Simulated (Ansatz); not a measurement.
Gas-phase electronic energies from Ansatz, PBE0-D4/def2-TZVP geometries. CCSD(T)/CBS is the MP2 limit (def2-TZVPP, def2-QZVPP) plus CCSD(T) − MP2 in def2-TZVPP, frozen cores. This one scheme is used for every species. One conformer a species, not always the lowest.

`C[SiH2][SiH](Cl)Cl` + HCl → `Cl[SiH2][SiH](Cl)Cl` + CH₄  (ligand exchange at the Si–C bond)

`C[SiH2][SiH](Cl)Cl`:

Z-matrix (Å, degrees):
```
C
Si 1 1.870
H 1 1.092 2 110.5
H 1 1.092 2 110.5 3 119.8
H 1 1.092 2 110.7 3 -120.1
Si 2 2.337 1 109.1 3 -59.9
H 2 1.489 1 111.7 3 -179.0
H 2 1.489 1 111.7 3 59.2
Cl 6 2.059 2 108.7 1 58.9
Cl 6 2.059 2 108.7 1 -59.1
H 6 1.481 2 117.0 1 179.9
```

HCl:

Z-matrix (Å, degrees):
```
Cl
H 1 1.279
```

`Cl[SiH2][SiH](Cl)Cl`:

Cartesian coordinates in Å:
```
Cl 2.237 -1.443 -0.039
Si 0.816 -0.247 0.845
Si -0.738 0.369 -0.789
Cl -1.666 -1.313 -1.496
Cl -2.117 1.602 0.099
H 1.488 0.952 1.405
H 0.144 -1.010 1.923
H -0.164 1.089 -1.947
```

CH₄:

```xyz
5

C     0.000    0.000    0.000
H    -0.697    0.129   -0.828
H    -0.039    0.876    0.647
H     1.010   -0.118   -0.391
H    -0.274   -0.886    0.571
```

```
              species  CCSD(T)/CBS(def2) energy (Eh)
 `C[SiH2][SiH](Cl)Cl`                    -1539.48961
                  HCl                     -460.38127
`Cl[SiH2][SiH](Cl)Cl`                    -1959.44429
                  CH₄                      -40.46206
```

(1) Work out ΔE.

(2) What do rigid-rotor, harmonic-oscillator terms from PBE0-D4/def2-TZVP frequencies (298.15 K, 1 bar) make of the CCSD(T)/CBS value? (An estimate is asked.)

Largest T1 diagnostic among the species: 0.010.

Results:

(1) ΔE = (-1959.44429) + (-40.46206) − (-1539.48961) − (-460.38127) = -0.03547 Eh = -0.97 eV.

(2) Ansatz gave: ΔZPE = +0.08 eV, ΔH = -0.89 eV, ΔS = -4 J/(mol·K), ΔG = -0.88 eV. Modes under 50 cm⁻¹ make the entropy rough.

In def2-TZVPP, CCSD(T) changes the Hartree–Fock value by +0.16 eV (the triples alone add +0.01 eV) and MP2 by +0.11 eV. At CCSD(T), def2-SVP lies +0.07 eV from the extrapolated value and def2-TZVPP +0.04 eV. Leaving LDA and LC-ωPBE aside and taking each functional with its dispersion term where it has one, the values, not all of them listed here, spread over 0.09 eV, from BHLYP-D4 to revPBE-D4. LDA lies +0.08 eV from PBE without D4.
